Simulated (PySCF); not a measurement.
## Electronic structure of N⁺ (nitrogen, charge +1) at the UHF level

Configuration: [He] 2s2 2p2, high-spin 3P determinant. All numbers are calculated (PySCF 2.14, the spin-free X2C one-electron Hamiltonian (Gaussian nucleus), in jorge-DZP-DKH).

```
Total energy                                                  : -53.914462 hartree
One-electron energy                                           : -70.0587 hartree
Hartree (Coulomb) energy                                      : 22.3570 hartree
Exchange energy                                               : -6.2127 hartree
⟨S²⟩                                                          : 2.0056
⟨L²⟩                                                          : 2.008
Sum of ⟨r⟩                                                    : 5.467 bohr
Sum of ⟨r²⟩                                                   : 7.842 bohr²
Traceless quadrupole moment −½Σ⟨3z² − r²⟩ along its main axis : 0.772 e·bohr²
Langevin diamagnetic susceptibility                           : -6.21 ×10⁻⁶ cm³/mol
Time after the integrals                                      : 0.04 s of wall time on 1 thread of Neoverse-V2 (shared host)
```

| shell | electrons | mean orbital energy (eV) | rms radius, mean of both spins (bohr) |
| --- | --- | --- | --- |
| 1s α | 1 | -444.58 | 0.265 |
| 1s β | 1 | -442.57 | 0.265 |
| 2s α | 1 | -44.214 | 1.39 |
| 2s β | 1 | -35.596 | 1.39 |
| 2p α | 2 | -30.411 | 1.39 |
